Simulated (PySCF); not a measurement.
A species of formula Si4H10 has this rotational fingerprint, computed with PBE0-D3(BJ)/def2-SVP geometry optimisation, gas phase in PySCF:

```
Rotational constants : A = 1894, B = 1870, C = 1046 MHz
Dipole components    : |μa| = 0.01 D, |μb| = 0.00 D, |μc| = 0.13 D
Inertial defect      : -53.91 u·Å²
κ                    : 0.94
```

Question: Which structure is it? (One computed conformer of each.)
A. `[SiH3:1][SiH2:2][SiH2:3][SiH3:4]` with Si1–Si2–Si3–Si4 -179°
B. `[SiH3][SiH]([SiH3])[SiH3]`

Answer: B. It is [SiH3][SiH]([SiH3])[SiH3]. The candidates at the same level (rigid rotor, commonest isotopes):

```tsv
SMILES	A (MHz)	B (MHz)	C (MHz)	μa (D)	μb (D)	μc (D)	Δ (u·Å²)	point group	rotor
[SiH3][SiH]([SiH3])[SiH3]	1894	1870	1046	0.01	0.00	0.13	-53.91	near C3v	–
[SiH3][SiH2][SiH2][SiH3]	7361	823.3	767.2	0.00	0.02	0.00	-23.78	–	near-prolate asymmetric top
```

`[SiH3][SiH2][SiH2][SiH3]` has A 289 % too high. No structure here is proved a minimum.
